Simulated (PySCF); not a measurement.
Compound: nickel tetrafluoride, NiF4 (triplet state).
SMILES with atom numbers: `[F:1][Ni:2]([F:3])([F:4])[F:5]`

Computed by this run: PBE0-D3(BJ)/def2-SVP geometry optimisation, gas phase (PySCF); unrestricted, density fitting, grid level 1; the optimiser is geomeTRIC in internal coordinates, started from a GFN2-xTB structure with every atom displaced at random (about 0.01 Å).

Step 0: E = -51876.6688 eV
```
atom  x, y, z in Å  |  force x, y, z in eV/Å
F1     -0.3811    1.5530   -0.2266   -0.835   3.033  -0.426
Ni2    -0.0039   -0.0040   -0.0055    1.739  -0.388   0.301
F3      0.3848   -1.5801    0.2150    0.644  -2.224   0.326
F4     -1.5409   -0.4271   -0.2001   -3.524  -0.868  -0.449
F5      1.5747    0.4244    0.1795    1.976   0.447   0.248
```

Step 1: E = -51877.0189 eV
```
atom  x, y, z in Å  |  force x, y, z in eV/Å
F1     -0.4092    1.6610   -0.2407    0.228  -0.841   0.127
Ni2     0.0136   -0.0080   -0.0027   -0.600   0.142  -0.133
F3      0.4258   -1.6665    0.2314   -0.138   0.576  -0.074
F4     -1.6695   -0.4561   -0.2177    1.142   0.294   0.149
F5      1.6729    0.4358    0.1920   -0.632  -0.170  -0.070
```

**Question.** Estimate the geometry and energy of step 2. (The exact step hangs on the optimiser's Hessian estimate; all steps are aligned on step 1, rigid shifts and turns removed.)

**Answer.** E = -51877.0672 eV, largest force 0.664 eV/Å
```
atom  x, y, z in Å  |  force x, y, z in eV/Å
F1     -0.4004    1.6461   -0.2375    0.070  -0.413   0.061
Ni2     0.0103   -0.0070   -0.0040   -0.424   0.077  -0.092
F3      0.4176   -1.6525    0.2291   -0.030   0.225  -0.024
F4     -1.6478   -0.4556   -0.2145    0.628   0.201   0.078
F5      1.6539    0.4351    0.1892   -0.244  -0.090  -0.023
```

The energy changes by -0.0482 eV. The first-order estimate −F·Δx gives -0.0644 eV and the mean of the old and new forces, exact on a quadratic surface, -0.0476 eV. The step makes an angle of 23° with the force vector and moves no atom by more than 0.022 Å.

What follows is the cost of the whole optimisation. Hardware: Arm Neoverse V2, one thread (shared host). Cost: 72 s, 0.41 GiB resident at most.
